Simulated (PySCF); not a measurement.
# AgH: a composite coupled-cluster calculation

State: ¹Σ⁺, singlet, closed shell. De refers to Ag (4d10 5s1) + H. RHF-based CCSD(T) in PySCF 2.14 with Ag cc-pVTZ-PP with ECP28, H cc-pVTZ and Ag cc-pVQZ-PP with ECP28, H cc-pVQZ (frozen core orbitals: 4; scalar-relativistic core potentials). Correlation energies are extrapolated as n⁻³ (n = 3, 4), Hartree–Fock as (n+1)·exp(−9√n). CV is the change on freezing 0 orbitals instead, in Ag cc-pwCVTZ-PP with ECP28, H cc-pVTZ.

```
         Level  Re (Å)  ωe (cm⁻¹)  ωexe (cm⁻¹)  αe (cm⁻¹)  De (eV)
    CCSD(T)/TZ  1.6198     1739.2         33.7      0.202    2.336
    CCSD(T)/QZ  1.6194     1733.5         31.1      0.197    2.359
        HF/CBS  1.6989     1599.0          n/a      0.150    1.231
       MP2/CBS  1.5842     1864.1          n/a      0.184    2.235
      CCSD/CBS  1.6288     1716.1         28.1      0.185    2.285
   CCSD(T)/CBS  1.6205     1731.9         30.0      0.193    2.362
CCSD(T)/CBS+CV  1.6091     1771.1         30.9      0.198    2.414
```

How much is left between CCSD(T)/QZ and the basis-set limit, and how much do the triples give at the limit?

CCSD(T)/CBS less CCSD(T)/QZ: +1.1 mÅ in Re, -1.6 cm⁻¹ in ωe and +0.003 eV in De. CCSD(T)/CBS less CCSD/CBS: -8.3 mÅ in Re, +15.8 cm⁻¹ in ωe and +0.077 eV in De.

What do the later terms add?

CV: -11.4 mÅ in Re, +39.2 cm⁻¹ in ωe and +0.052 eV in De, each against the row above.

The T1 diagnostic is 0.029, large enough to doubt a single reference. The open-shell atoms are computed with UHF. Spin–orbit coupling, excitations beyond (T) and corrections to the Born–Oppenheimer picture are left out.

The whole job (state search and all basis sets along the bond) took about 8.6 min on 4 threads of Arm Neoverse V1 (shared host), peak memory 6.3 GiB.
